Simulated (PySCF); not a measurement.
## Calculated NMR data

[PySCF: σ from GIAO-PBE0/pcSseg-1; GFN2-xTB structure; no relativistic terms; one conformer; in vacuum; averaged over atoms made equivalent by symmetry, fast rotation or ring inversion]

Referencing at the same level of theory: TMS for ¹H (31.72 ppm) and ¹³C (186.93 ppm). Splittings of carbon signals by F and P are missing where no couplings were computed. Where no couplings were computed, multiplicities follow the n + 1 count of equivalent neighbours, and m marks all less simple cases (inequivalent or close neighbours, rings, F or P nearby). Acid and N–H amide carbonyl carbons lie up to 10 ppm further downfield in solution (hydrogen bonding). Shifts are as computed. Against solution values, carbons near 30 ppm lie about +3 ppm off and those near 130 ppm about +5 ppm; carbons on Cl a further +6 ppm (rms about the fit 2.1 ppm; single classes can miss by 10 ppm). Of 1328 compounds with measured shifts, 309 miss one by over three times the rms of a fit or turn the order of signals round; such compounds aren't used in these exercises. Signals without a measured value on file couldn't be tested in this way; 1H shifts scatter by 0.2 ppm about their fit, and single ones miss by 0.5 ppm. Carbons bonded to Cl come out too deshielded. OH and NH positions are gas-phase values without hydrogen bonding to other molecules.

Compound 1 (C6H8O2). ¹H NMR (400 MHz, computed): δ 7.01 (m, 1H), 6.42 (m, 1H), 6.34 (m, 1H), 6.23 (m, 1H), 5.66 (m, 1H), 5.57 (m, 1H), 4.79 (d, 2H). ¹³C{¹H} NMR (computed): δ 172.1, 143.0, 140.8, 136.3, 124.3, 71.5. Structure: `C=CCOC(=O)C=C`.

Compound 2 (C6H8O2). ¹H NMR (400 MHz, computed): δ 6.18 (br s, 1H), 2.66 (sept, 1H), 1.32 (d, 6H). ¹³C{¹H} NMR (computed): δ 158.3, 103.5, 78.0, 24.4, 23.3. Structure: `CC(C)C#CC(=O)O`.

Compound 3 (C6H3Cl2F). ¹H NMR (400 MHz, computed): δ 6.39 (s, 1H), 5.53 (m, 2H). ¹³C{¹H} NMR (computed): δ 89.0 (C), 86.9 (C), 81.6 (C), 79.4 (C), 73.7 (CH2), 71.8 (CH). Structure: SMILES FCC#CC#CC(Cl)Cl.
